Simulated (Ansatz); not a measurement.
Method: B3LYP-D3(BJ)/def2-TZVP (Ansatz, a program for electronic structure). No frequencies were computed at this level.

Ansatz 0.2 input:
```yaml
crystal:
  periodic: [false, false, false]
  atoms:
    - { symbol: Br, position_ang: [1.794468, 1.069061, -0.02028] }
    - { symbol: Si, position_ang: [-0.001567, -0.216168, 0.004739] }
    - { symbol: Br, position_ang: [-1.778788, 1.094805, -0.02716] }
    - { symbol: H, position_ang: [-0.009234, -0.946833, 1.252925] }
    - { symbol: H, position_ang: [-0.00488, -1.000866, -1.210224] }
basis:
  gaussian: { orbitals: def2-tzvp }
hamiltonian:
  xc: b3lyp
  dispersion: d3bj
relax:
  max_steps: 150
```

Output:

```
Functional definition: B3LYP
1175 factors; their error is unknown
mean field evaluation 1: about -148006.5859 eV, gradient 1.3e1 eV
mean field evaluation 2: about -148006.8800 eV, gradient 5.3e0 eV
mean field evaluation 4: about -148006.9582 eV, gradient 4.6e-1 eV
mean field evaluation 8: about -148007.6682 eV, gradient 4.4e-1 eV
mean field evaluation 16: about -148007.6684 eV, gradient 3.5e-5 eV
mean field -148007.66839189 eV, -5439.1814902011 hartree, gradient 2.0e-5 eV, S^2 0.000000; 0 other end points of the search recorded, 0 dependent functions left out
reference -148007.66863455 eV, -5439.1814991185 hartree; 43, 43 occupied and 102, 102 virtual orbitals, 1175 factors
relax step   1: F+E_penalty+E_count = -148007.94828218 eV  Δ(F+E_penalty+E_count) = +0.000e0 eV  max|allowed force component| = 6.321e-1 eV/Å  Δτ_max = 0.0000 Å  (27 SCF iters, accepted)
these checks for a lower state are left out or cut short: starts, cluster_reference, orbital_swaps, neighbouring_geometries, increment
1175 factors; their error is unknown
mean field -148007.70114609 eV, -5439.1826938956 hartree, gradient 2.1e-5 eV, S^2 0.000000; 0 other end points of the search recorded, 0 dependent functions left out
reference -148007.70139033 eV, -5439.1827028712 hartree; 43, 43 occupied and 102, 102 virtual orbitals, 1175 factors
relax step   2: F+E_penalty+E_count = -148007.97580434 eV  Δ(F+E_penalty+E_count) = -2.752e-2 eV  max|allowed force component| = 1.311e-1 eV/Å  Δτ_max = 0.0604 Å  (29 SCF iters, accepted)
these checks for a lower state are left out or cut short: starts, cluster_reference, orbital_swaps, neighbouring_geometries, increment
1175 factors; their error is unknown
mean field evaluation 32: about -148007.7029 eV, gradient 1.3e-5 eV
mean field -148007.70287751 eV, -5439.1827575243 hartree, gradient 1.3e-5 eV, S^2 0.000000; 0 other end points of the search recorded, 0 dependent functions left out
reference -148007.70312159 eV, -5439.1827664940 hartree; 43, 43 occupied and 102, 102 virtual orbitals, 1175 factors
relax step   3: F+E_penalty+E_count = -148007.97858724 eV  Δ(F+E_penalty+E_count) = -2.783e-3 eV  max|allowed force component| = 2.808e-2 eV/Å  Δτ_max = 0.0169 Å  (30 SCF iters, accepted)
these checks for a lower state are left out or cut short: starts, cluster_reference, orbital_swaps, neighbouring_geometries, increment
1175 factors; their error is unknown
mean field -148007.70254969 eV, -5439.1827454770 hartree, gradient 1.3e-5 eV, S^2 0.000000; 0 other end points of the search recorded, 0 dependent functions left out
reference -148007.70279367 eV, -5439.1827544431 hartree; 43, 43 occupied and 102, 102 virtual orbitals, 1175 factors
relax step   4: F+E_penalty+E_count = -148007.97846579 eV  Δ(F+E_penalty+E_count) = +1.214e-4 eV  max|allowed force component| = 6.263e-2 eV/Å  Δτ_max = 0.0032 Å  (31 SCF iters, rejected (line search))
these checks for a lower state are left out or cut short: starts, cluster_reference, orbital_swaps, neighbouring_geometries, increment
1175 factors; their error is unknown
mean field -148007.70283329 eV, -5439.1827558991 hartree, gradient 1.3e-5 eV, S^2 0.000000; 0 other end points of the search recorded, 0 dependent functions left out
reference -148007.70307734 eV, -5439.1827648679 hartree; 43, 43 occupied and 102, 102 virtual orbitals, 1175 factors
relax step   5: F+E_penalty+E_count = -148007.97862429 eV  Δ(F+E_penalty+E_count) = -3.705e-5 eV  max|allowed force component| = 1.416e-3 eV/Å  Δτ_max = 0.0016 Å  (31 SCF iters, accepted)
1175 factors; their error is unknown
mean field evaluation 64: about -148007.7027 eV, gradient 4.4e-1 eV
mean field -148007.70283329 eV, -5439.1827558991 hartree, gradient 1.3e-5 eV, S^2 0.000000; 1 other end points of the search recorded, 0 dependent functions left out
reference -148007.70307734 eV, -5439.1827648679 hartree; 43, 43 occupied and 102, 102 virtual orbitals, 1175 factors
Total energy: -148007.97886834 eV, -5439.1929000003 hartree
Atom 0 at     1.837558     1.068774    -0.020198 Å, force    -0.001376     0.001056    -0.000026 eV/Å
Atom 1 at    -0.001290    -0.177976     0.003902 Å, force     0.000005     0.000706    -0.000015 eV/Å
Atom 2 at    -1.821878     1.095138    -0.027244 Å, force     0.001392     0.001036    -0.000020 eV/Å
Atom 3 at    -0.009359    -0.966124     1.245496 Å, force    -0.000009    -0.001416    -0.000736 eV/Å
Atom 4 at    -0.005033    -1.019813    -1.201957 Å, force    -0.000011    -0.001382     0.000797 eV/Å
Dipole moment:    -0.001720    -0.237403     0.005205 e Å
```

Cost: about 50 core-seconds (a rough figure).
